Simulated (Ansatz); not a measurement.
A run of Ansatz (development build ahead of 0.2.0) on singlet Be6 at this shape:

```yaml
atoms:
  - { symbol: Be, position_ang: [1.8900, 0.0000, 0.0000] }
  - { symbol: Be, position_ang: [0.9450, 1.6368, 0.0000] }
  - { symbol: Be, position_ang: [-0.9450, 1.6368, 0.0000] }
  - { symbol: Be, position_ang: [-1.8900, 0.0000, 0.0000] }
  - { symbol: Be, position_ang: [-0.9450, -1.6368, 0.0000] }
  - { symbol: Be, position_ang: [0.9450, -1.6368, 0.0000] }
```

Its results:

```yaml
Converged: yes
Reference_energy: -87.40119 hartree
Correlation_energy: -0.12264 hartree
Total_energy: -87.52382 hartree
```

Forces (eV/Å):
```tsv
atom	Fx	Fy	Fz
Be1	2.835	0.000	0.000
Be2	1.417	2.455	0.000
Be3	-1.417	2.455	0.000
Be4	-2.835	0.000	0.000
Be5	-1.417	-2.455	0.000
Be6	1.417	-2.455	0.000
```

Question: Which input gives this output? Name the method, the orbitals and the basis set, and write the input.

Answer: RHF-MP2 in def2-SVP. An unrestricted run that stays on the closed shell gives the same numbers.

```yaml
crystal:
  periodic: [false, false, false]
  atoms:
    - { symbol: Be, position_ang: [1.89, 0.0, 0.0] }
    - { symbol: Be, position_ang: [0.945, 1.63679, 0.0] }
    - { symbol: Be, position_ang: [-0.945, 1.63679, 0.0] }
    - { symbol: Be, position_ang: [-1.89, 0.0, 0.0] }
    - { symbol: Be, position_ang: [-0.945, -1.63679, 0.0] }
    - { symbol: Be, position_ang: [0.945, -1.63679, 0.0] }
basis:
  gaussian: { orbitals: def2-SVP }
hamiltonian:
  xc: hf
correlation:
  method: mp2
  frozen_orbitals: { Be: 0 }
output:
  forces: true
```

Caution: no unrestricted run beside it, a lower state can exist.
